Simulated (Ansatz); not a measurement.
Relaxation of Ge12Mo with RKS PBE-D4/def2-SVP.

```sh
$ ansatz run in.yaml --threads 2 --pin off --events-out ev --progress --plain --max-ram 22528MiB --backend cuda --devices 0, --max-vram 18GiB
```

```yaml
crystal:
  periodic: [false, false, false]
  atoms:
    - {symbol: Mo, position_ang: [-0.075120, -0.394490, 0.168730]}
    - {symbol: Ge, position_ang: [1.008870, 2.091250, -0.082120]}
    - {symbol: Ge, position_ang: [-1.448680, -2.635640, -0.136200]}
    - {symbol: Ge, position_ang: [1.357240, -0.813350, 2.357350]}
    - {symbol: Ge, position_ang: [-1.847790, -0.956230, -1.792440]}
    - {symbol: Ge, position_ang: [-1.440920, 1.458220, 1.362250]}
    - {symbol: Ge, position_ang: [0.711530, 1.586430, 2.347020]}
    - {symbol: Ge, position_ang: [2.744790, 0.532300, 0.791850]}
    - {symbol: Ge, position_ang: [-0.063310, -2.620830, 1.728700]}
    - {symbol: Ge, position_ang: [0.308240, -0.461060, -2.913330]}
    - {symbol: Ge, position_ang: [2.071990, -0.395130, -1.283690]}
    - {symbol: Ge, position_ang: [-2.687460, 1.082540, -0.658260]}
    - {symbol: Ge, position_ang: [-0.639370, 1.525990, -1.889860]}
basis:
  gaussian: {orbitals: def2-SVP, fitting: {mean_field: def2-universal-jkfit}}
hamiltonian: {xc: pbe, dispersion: d4}
scf: {lower_state_search: "off"}
output: {orbitals: {seedname: orbitals}}
relax: {f_tol: 0.03, max_steps: 70}
```

Run time 2.2 min (2 threads of AMD EPYC 7R13 on a shared host and a share (18 GiB) of an NVIDIA H100 80GB HBM3), peak host memory 1.1 GiB.

Positions (Å) and forces (eV/Å) at steps 1, 2, 3, 4, 5, 6, 7, 8, 10, 13, 16, 17, 18, 19, 20, 21, 22, 23, 24, 25, 26, 27 of 32:

```xyz
13
step=1 energy=-679900.6526 eV
Mo   -0.075   -0.394    0.169   -0.134   -0.817    0.357
Ge    1.009    2.091   -0.082    0.323    1.387   -0.515
Ge   -1.449   -2.636   -0.136   -0.292   -0.371   -0.133
Ge    1.357   -0.813    2.357    0.352   -0.401    0.736
Ge   -1.848   -0.956   -1.792   -0.686   -0.324   -0.692
Ge   -1.441    1.458    1.362   -0.566    0.241    0.750
Ge    0.712    1.586    2.347    0.345    0.526    0.932
Ge    2.745    0.532    0.792    1.063    0.176    0.435
Ge   -0.063   -2.621    1.729    0.012   -0.444    0.328
Ge    0.308   -0.461   -2.913   -0.052   -0.526   -1.157
Ge    2.072   -0.395   -1.284    0.810   -0.477   -0.260
Ge   -2.687    1.083   -0.658   -1.239    0.096   -0.231
Ge   -0.639    1.526   -1.890    0.065    0.933   -0.550
13
step=2 energy=-679901.1694 eV
Mo   -0.071   -0.464    0.216   -0.024    0.591   -0.425
Ge    1.081    2.259   -0.099   -0.035   -0.298    0.116
Ge   -1.482   -2.678   -0.146    0.063    0.082    0.032
Ge    1.412   -0.844    2.448   -0.061   -0.027   -0.076
Ge   -1.931   -0.994   -1.875    0.124    0.184    0.036
Ge   -1.510    1.453    1.435    0.176   -0.248   -0.126
Ge    0.726    1.638    2.407    0.055    0.016   -0.055
Ge    2.825    0.554    0.806   -0.037    0.058    0.022
Ge   -0.064   -2.675    1.764    0.032    0.011    0.034
Ge    0.294   -0.483   -3.005   -0.047   -0.065    0.069
Ge    2.139   -0.468   -1.308   -0.268    0.009    0.223
Ge   -2.776    1.100   -0.697    0.034   -0.105    0.015
Ge   -0.644    1.604   -1.948   -0.012   -0.209    0.136
13
step=3 energy=-679901.2055 eV
Mo   -0.083   -0.409    0.169    0.068   -0.197    0.216
Ge    1.077    2.213   -0.088   -0.004    0.067   -0.053
Ge   -1.480   -2.640   -0.168    0.048    0.054    0.041
Ge    1.401   -0.823    2.417    0.001   -0.007    0.006
Ge   -1.936   -0.972   -1.897    0.004    0.084   -0.058
Ge   -1.494    1.427    1.448    0.030   -0.080   -0.028
Ge    0.738    1.652    2.419    0.054    0.016   -0.062
Ge    2.850    0.566    0.820   -0.048    0.051    0.018
Ge   -0.067   -2.641    1.736   -0.028   -0.090    0.019
Ge    0.304   -0.521   -2.993   -0.029   -0.019   -0.036
Ge    2.130   -0.474   -1.275   -0.075   -0.009    0.056
Ge   -2.790    1.073   -0.667   -0.024   -0.016   -0.030
Ge   -0.652    1.549   -1.920    0.002    0.148   -0.089
13
step=4 energy=-679901.2200 eV
Mo   -0.076   -0.420    0.186   -0.051   -0.400    0.201
Ge    1.072    2.219   -0.101    0.042    0.139   -0.037
Ge   -1.475   -2.637   -0.160   -0.016   -0.003   -0.006
Ge    1.402   -0.833    2.426    0.030   -0.013    0.052
Ge   -1.928   -0.963   -1.893   -0.085    0.011   -0.127
Ge   -1.489    1.415    1.443   -0.015    0.004    0.028
Ge    0.747    1.648    2.405    0.077    0.141    0.127
Ge    2.836    0.572    0.824    0.180    0.077    0.055
Ge   -0.066   -2.657    1.748   -0.004   -0.115    0.067
Ge    0.302   -0.512   -2.999    0.016   -0.035   -0.182
Ge    2.117   -0.473   -1.268    0.024   -0.005   -0.003
Ge   -2.787    1.079   -0.675   -0.166    0.063   -0.044
Ge   -0.654    1.565   -1.935   -0.033    0.136   -0.130
13
step=5 energy=-679900.7922 eV rejected
Mo   -0.044   -0.555    0.324   -0.094    1.335   -0.990
Ge    1.050    2.288   -0.194   -0.090   -0.450    0.235
Ge   -1.453   -2.638   -0.104   -0.207   -0.119   -0.203
Ge    1.418   -0.913    2.507   -0.181   -0.022   -0.205
Ge   -1.888   -0.909   -1.890   -0.084   -0.347    0.125
Ge   -1.445    1.327    1.404   -0.060    0.258    0.124
Ge    0.828    1.642    2.324   -0.486    0.107    0.462
Ge    2.762    0.635    0.869    0.511   -0.390   -0.246
Ge   -0.062   -2.801    1.852    0.159    0.223    0.047
Ge    0.279   -0.447   -3.076    0.252   -0.075    0.214
Ge    2.025   -0.463   -1.214    0.268    0.071   -0.180
Ge   -2.796    1.134   -0.745    0.086    0.018    0.296
Ge   -0.673    1.700   -2.058   -0.075   -0.609    0.321
13
step=6 energy=-679901.2203 eV
Mo   -0.072   -0.441    0.206   -0.009    0.246   -0.177
Ge    1.068    2.228   -0.115   -0.045   -0.092    0.012
Ge   -1.473   -2.632   -0.154   -0.016    0.030   -0.033
Ge    1.403   -0.845    2.436   -0.049    0.001   -0.057
Ge   -1.925   -0.953   -1.900    0.013   -0.008    0.016
Ge   -1.480    1.399    1.440    0.013    0.015   -0.002
Ge    0.763    1.652    2.397   -0.033   -0.008    0.018
Ge    2.831    0.584    0.834    0.020   -0.040   -0.012
Ge   -0.067   -2.682    1.765    0.024    0.010    0.017
Ge    0.300   -0.507   -3.014    0.025   -0.018    0.081
Ge    2.104   -0.471   -1.256    0.009    0.024   -0.009
Ge   -2.793    1.086   -0.683    0.047   -0.026    0.052
Ge   -0.660    1.583   -1.955   -0.001   -0.134    0.093
13
step=7 energy=-679901.2271 eV
Mo   -0.075   -0.431    0.196    0.011    0.124   -0.067
Ge    1.069    2.223   -0.110   -0.033   -0.045   -0.006
Ge   -1.475   -2.629   -0.159   -0.002    0.035   -0.018
Ge    1.400   -0.840    2.429   -0.037   -0.003   -0.040
Ge   -1.929   -0.955   -1.903    0.007    0.000    0.003
Ge   -1.481    1.403    1.443    0.009    0.008   -0.003
Ge    0.761    1.655    2.402   -0.016   -0.011   -0.006
Ge    2.838    0.583    0.833   -0.005   -0.023   -0.006
Ge   -0.068   -2.674    1.757    0.013   -0.010    0.017
Ge    0.302   -0.514   -3.008    0.015   -0.014    0.056
Ge    2.109   -0.471   -1.257    0.004    0.017   -0.007
Ge   -2.794    1.080   -0.676    0.034   -0.020    0.034
Ge   -0.659    1.571   -1.946   -0.001   -0.058    0.043
13
step=8 energy=-679901.2202 eV rejected
Mo   -0.063   -0.400    0.189   -0.142   -0.476    0.171
Ge    1.059    2.209   -0.121    0.051    0.169   -0.048
Ge   -1.472   -2.579   -0.170    0.025    0.039    0.000
Ge    1.364   -0.845    2.397    0.054    0.006    0.063
Ge   -1.956   -0.948   -1.946   -0.047   -0.036   -0.034
Ge   -1.469    1.419    1.466   -0.031    0.020   -0.035
Ge    0.777    1.670    2.403    0.081    0.054    0.076
Ge    2.847    0.593    0.848    0.089    0.054    0.069
Ge   -0.074   -2.707    1.752   -0.012   -0.052    0.024
Ge    0.316   -0.552   -2.981    0.039   -0.002   -0.102
Ge    2.137   -0.448   -1.251   -0.003    0.006   -0.051
Ge   -2.791    1.051   -0.640   -0.085    0.059   -0.010
Ge   -0.675    1.536   -1.945   -0.019    0.158   -0.125
13
step=10 energy=-679901.2320 eV
Mo   -0.070   -0.418    0.194   -0.038   -0.068    0.008
Ge    1.062    2.217   -0.122    0.000    0.026   -0.018
Ge   -1.474   -2.596   -0.166    0.009    0.028   -0.007
Ge    1.374   -0.847    2.407   -0.001   -0.012    0.006
Ge   -1.947   -0.950   -1.933    0.002   -0.015    0.011
Ge   -1.467    1.416    1.454   -0.007    0.012   -0.021
Ge    0.778    1.665    2.401    0.011   -0.002    0.014
Ge    2.843    0.593    0.848    0.010   -0.001    0.014
Ge   -0.074   -2.703    1.757    0.005   -0.001    0.007
Ge    0.312   -0.539   -2.989    0.022   -0.005   -0.001
Ge    2.126   -0.448   -1.250   -0.003    0.011   -0.021
Ge   -2.792    1.060   -0.651   -0.007    0.009    0.020
Ge   -0.672    1.552   -1.949   -0.003    0.017   -0.013
13
step=13 energy=-679901.2331 eV
Mo   -0.070   -0.421    0.193    0.014    0.016    0.009
Ge    1.061    2.219   -0.133    0.001   -0.003   -0.001
Ge   -1.475   -2.586   -0.166   -0.008   -0.014    0.003
Ge    1.362   -0.861    2.404   -0.005   -0.006   -0.002
Ge   -1.948   -0.952   -1.939    0.004    0.002   -0.003
Ge   -1.450    1.438    1.439    0.008   -0.001   -0.004
Ge    0.791    1.662    2.400   -0.004    0.000   -0.004
Ge    2.842    0.594    0.861   -0.005    0.001   -0.006
Ge   -0.079   -2.719    1.760    0.001    0.005   -0.004
Ge    0.320   -0.545   -2.982   -0.007    0.002   -0.001
Ge    2.132   -0.423   -1.250    0.004    0.001    0.009
Ge   -2.801    1.046   -0.637   -0.001   -0.002    0.002
Ge   -0.685    1.547   -1.950    0.000    0.000    0.002
13
step=16 energy=-679901.2261 eV rejected
Mo   -0.039   -0.441    0.190   -0.121    0.037   -0.130
Ge    1.151    2.184   -0.229   -0.045   -0.001   -0.105
Ge   -1.569   -2.601   -0.126   -0.008    0.160   -0.018
Ge    1.324   -0.895    2.436    0.092    0.156    0.047
Ge   -1.872   -0.977   -1.949    0.065    0.079   -0.044
Ge   -1.362    1.541    1.261   -0.252   -0.121   -0.122
Ge    0.819    1.670    2.351    0.151   -0.073    0.043
Ge    2.857    0.563    0.913   -0.074    0.074    0.214
Ge   -0.086   -2.718    1.725    0.018   -0.116    0.056
Ge    0.363   -0.379   -2.942   -0.082    0.054    0.113
Ge    2.214   -0.446   -1.206   -0.010   -0.160   -0.198
Ge   -2.961    0.898   -0.573    0.227   -0.018    0.100
Ge   -0.840    1.600   -1.850    0.039   -0.070    0.043
13
step=17 energy=-679901.2361 eV
Mo   -0.057   -0.428    0.192   -0.058   -0.001   -0.054
Ge    1.097    2.206   -0.173    0.006   -0.023   -0.014
Ge   -1.515   -2.589   -0.147    0.004    0.060    0.001
Ge    1.347   -0.872    2.419    0.028    0.058    0.008
Ge   -1.916   -0.961   -1.945    0.029    0.005   -0.021
Ge   -1.418    1.473    1.372   -0.051   -0.020   -0.032
Ge    0.802    1.666    2.379    0.035   -0.013    0.008
Ge    2.845    0.582    0.881   -0.003    0.010    0.040
Ge   -0.080   -2.718    1.745    0.002   -0.039    0.011
Ge    0.337   -0.474   -2.967   -0.029    0.019    0.034
Ge    2.166   -0.440   -1.232    0.023   -0.035   -0.032
Ge   -2.862    0.985   -0.611    0.021   -0.005    0.018
Ge   -0.747    1.571   -1.911   -0.008   -0.016    0.032
13
step=18 energy=-679901.2399 eV
Mo   -0.046   -0.433    0.188   -0.104    0.006   -0.069
Ge    1.129    2.192   -0.211   -0.003   -0.016   -0.052
Ge   -1.548   -2.585   -0.133    0.001    0.108    0.000
Ge    1.335   -0.882    2.429    0.055    0.101    0.020
Ge   -1.893   -0.967   -1.954    0.055    0.024   -0.034
Ge   -1.393    1.501    1.317   -0.136   -0.056   -0.072
Ge    0.813    1.669    2.359    0.082   -0.030    0.021
Ge    2.850    0.573    0.900   -0.030    0.031    0.098
Ge   -0.081   -2.719    1.733    0.005   -0.075    0.021
Ge    0.354   -0.417   -2.948   -0.054    0.040    0.059
Ge    2.198   -0.455   -1.216    0.022   -0.086   -0.089
Ge   -2.916    0.934   -0.589    0.100   -0.017    0.052
Ge   -0.802    1.589   -1.877    0.006   -0.030    0.045
13
step=19 energy=-679901.2428 eV
Mo   -0.028   -0.441    0.184   -0.139    0.065   -0.138
Ge    1.189    2.167   -0.286   -0.127   -0.024   -0.120
Ge   -1.613   -2.569   -0.102   -0.007    0.196   -0.028
Ge    1.313   -0.894    2.450    0.111    0.176    0.046
Ge   -1.844   -0.980   -1.978    0.092    0.096   -0.013
Ge   -1.358    1.543    1.230   -0.276   -0.140   -0.216
Ge    0.834    1.676    2.316    0.167   -0.091    0.059
Ge    2.857    0.556    0.935   -0.096    0.074    0.218
Ge   -0.080   -2.720    1.712    0.002   -0.111    0.033
Ge    0.387   -0.301   -2.916   -0.079    0.070    0.178
Ge    2.256   -0.495   -1.186   -0.057   -0.174   -0.231
Ge   -3.008    0.829   -0.545    0.344   -0.026    0.120
Ge   -0.904    1.628   -1.814    0.065   -0.111    0.092
13
step=20 energy=-679901.2567 eV
Mo   -0.027   -0.437    0.177   -0.147   -0.084    0.001
Ge    1.180    2.167   -0.287   -0.060    0.025   -0.140
Ge   -1.623   -2.552   -0.099   -0.022    0.152   -0.020
Ge    1.316   -0.891    2.448    0.106    0.151    0.064
Ge   -1.839   -0.982   -1.990    0.068    0.081   -0.063
Ge   -1.356    1.543    1.229   -0.264   -0.121   -0.206
Ge    0.839    1.674    2.317    0.157   -0.046    0.094
Ge    2.850    0.557    0.933   -0.018    0.104    0.196
Ge   -0.084   -2.712    1.711   -0.003   -0.147    0.044
Ge    0.394   -0.290   -2.908   -0.082    0.069    0.079
Ge    2.258   -0.512   -1.187    0.002   -0.158   -0.198
Ge   -2.999    0.808   -0.538    0.228    0.006    0.120
Ge   -0.909    1.628   -1.806    0.037   -0.032    0.028
13
step=21 energy=-679901.3292 eV
Mo   -0.009   -0.456    0.161   -0.036    0.255   -0.047
Ge    1.167    2.150   -0.372   -0.045   -0.019   -0.165
Ge   -1.727   -2.450   -0.039   -0.067    0.087   -0.080
Ge    1.329   -0.893    2.469    0.058    0.058    0.011
Ge   -1.760   -0.990   -2.061    0.124    0.090   -0.031
Ge   -1.330    1.549    1.152   -0.184   -0.062   -0.209
Ge    0.879    1.664    2.291    0.007   -0.080    0.086
Ge    2.822    0.569    0.942    0.049    0.031   -0.015
Ge   -0.103   -2.698    1.713   -0.014   -0.104    0.018
Ge    0.456   -0.115   -2.856   -0.063   -0.007    0.207
Ge    2.308   -0.653   -1.166   -0.030   -0.084   -0.041
Ge   -3.015    0.640   -0.486    0.127   -0.055    0.151
Ge   -1.017    1.683   -1.746    0.073   -0.110    0.114
13
step=22 energy=-679901.4155 eV
Mo   -0.003   -0.440    0.153    0.207    0.354   -0.227
Ge    1.181    2.135   -0.483   -0.196   -0.052   -0.074
Ge   -1.821   -2.341   -0.009   -0.035    0.052   -0.077
Ge    1.374   -0.912    2.454    0.055   -0.049   -0.122
Ge   -1.701   -0.976   -2.135    0.218    0.137    0.068
Ge   -1.336    1.588    1.060   -0.120    0.074    0.149
Ge    0.886    1.625    2.255   -0.130   -0.021    0.021
Ge    2.833    0.611    0.947   -0.065   -0.122   -0.233
Ge   -0.122   -2.685    1.691   -0.049   -0.013   -0.011
Ge    0.523    0.019   -2.752   -0.032   -0.102    0.428
Ge    2.357   -0.798   -1.108   -0.251    0.010    0.096
Ge   -3.052    0.467   -0.416    0.202   -0.143    0.108
Ge   -1.117    1.708   -1.659    0.194   -0.124   -0.125
13
step=23 energy=-679901.5477 eV
Mo   -0.016   -0.407    0.165    0.204    0.363   -0.313
Ge    1.133    2.166   -0.545   -0.235   -0.143    0.027
Ge   -1.875   -2.266   -0.012   -0.053   -0.065   -0.042
Ge    1.455   -0.950    2.390    0.076   -0.101   -0.205
Ge   -1.631   -0.952   -2.185    0.127    0.175    0.069
Ge   -1.360    1.644    1.036   -0.104    0.164    0.248
Ge    0.879    1.580    2.240   -0.089    0.032   -0.034
Ge    2.830    0.665    0.881   -0.110   -0.129   -0.246
Ge   -0.160   -2.672    1.684    0.005    0.075   -0.031
Ge    0.603    0.098   -2.625   -0.012   -0.128    0.487
Ge    2.346   -0.974   -1.021   -0.236    0.027    0.186
Ge   -3.026    0.332   -0.354    0.300   -0.125   -0.045
Ge   -1.179    1.735   -1.654    0.126   -0.145   -0.100
13
step=24 energy=-679901.7472 eV
Mo   -0.053   -0.362    0.174    0.154    0.189   -0.019
Ge    1.066    2.173   -0.564   -0.116    0.025    0.102
Ge   -1.902   -2.246   -0.040   -0.060    0.006   -0.032
Ge    1.542   -0.984    2.287    0.029   -0.127   -0.260
Ge   -1.595   -0.922   -2.224    0.016    0.071    0.097
Ge   -1.395    1.718    1.056   -0.109    0.194    0.103
Ge    0.876    1.559    2.220   -0.004    0.001   -0.099
Ge    2.839    0.720    0.804   -0.182   -0.080   -0.129
Ge   -0.175   -2.660    1.657    0.103    0.110   -0.077
Ge    0.665    0.121   -2.473    0.122   -0.099    0.264
Ge    2.309   -1.122   -0.900   -0.119   -0.092    0.151
Ge   -2.960    0.250   -0.326    0.187   -0.117   -0.072
Ge   -1.217    1.755   -1.673   -0.020   -0.080   -0.029
13
step=25 energy=-679901.9241 eV
Mo   -0.073   -0.311    0.207   -0.105    0.015   -0.047
Ge    1.003    2.231   -0.545   -0.102    0.112    0.093
Ge   -1.927   -2.218   -0.037   -0.047   -0.074    0.013
Ge    1.618   -1.027    2.190    0.092   -0.016   -0.165
Ge   -1.556   -0.905   -2.226   -0.050   -0.019    0.014
Ge   -1.442    1.808    1.059   -0.065    0.137   -0.030
Ge    0.863    1.541    2.187    0.052    0.014   -0.050
Ge    2.805    0.743    0.721    0.013   -0.078   -0.049
Ge   -0.136   -2.669    1.593    0.140    0.065   -0.149
Ge    0.737    0.123   -2.345    0.235   -0.041    0.240
Ge    2.268   -1.279   -0.789   -0.096   -0.116    0.154
Ge   -2.917    0.203   -0.322    0.040    0.072   -0.057
Ge   -1.243    1.760   -1.692   -0.107   -0.071    0.034
13
step=26 energy=-679902.0980 eV
Mo   -0.137   -0.286    0.228    0.191    0.238    0.102
Ge    0.940    2.294   -0.503   -0.078    0.079    0.015
Ge   -1.973   -2.219   -0.028   -0.058    0.011    0.019
Ge    1.684   -1.039    2.097    0.047    0.076    0.109
Ge   -1.534   -0.905   -2.222    0.030   -0.038   -0.079
Ge   -1.473    1.894    1.042   -0.077    0.097   -0.059
Ge    0.876    1.542    2.145   -0.030   -0.021    0.001
Ge    2.821    0.754    0.661   -0.097   -0.047   -0.054
Ge   -0.054   -2.686    1.477    0.162   -0.100   -0.174
Ge    0.821    0.119   -2.209    0.156    0.016    0.204
Ge    2.216   -1.415   -0.657   -0.014   -0.381   -0.090
Ge   -2.911    0.200   -0.333   -0.036    0.115    0.010
Ge   -1.275    1.746   -1.698   -0.195   -0.046   -0.003
13
step=27 energy=-679902.2660 eV
Mo   -0.129   -0.234    0.264   -0.498   -0.158    0.032
Ge    0.874    2.354   -0.486    0.111    0.088    0.031
Ge   -1.985   -2.184   -0.007    0.025    0.045   -0.004
Ge    1.717   -1.031    2.110    0.074    0.090    0.045
Ge   -1.503   -0.903   -2.226    0.113    0.006    0.044
Ge   -1.503    1.968    1.019    0.060   -0.002   -0.117
Ge    0.870    1.556    2.134    0.011   -0.041   -0.014
Ge    2.768    0.716    0.595    0.080   -0.049   -0.179
Ge    0.063   -2.721    1.348    0.101    0.034   -0.239
Ge    0.899    0.130   -2.092    0.193    0.052    0.124
Ge    2.174   -1.602   -0.610   -0.132   -0.019    0.179
Ge   -2.914    0.214   -0.340    0.006    0.000    0.102
Ge   -1.331    1.735   -1.710   -0.143   -0.046   -0.005
```

In the def2 sets Mo takes a core potential; there is no spin–orbit coupling. Single mean-field runs in def2-SVP are fitted with def2-universal-jkfit. The restricted singlet is unstable towards broken spin symmetry in Hartree–Fock (as tested in another run); at PBE-D4/def2-SVP this wasn't settled. The structure comes from a short search, and lower isomers may exist.
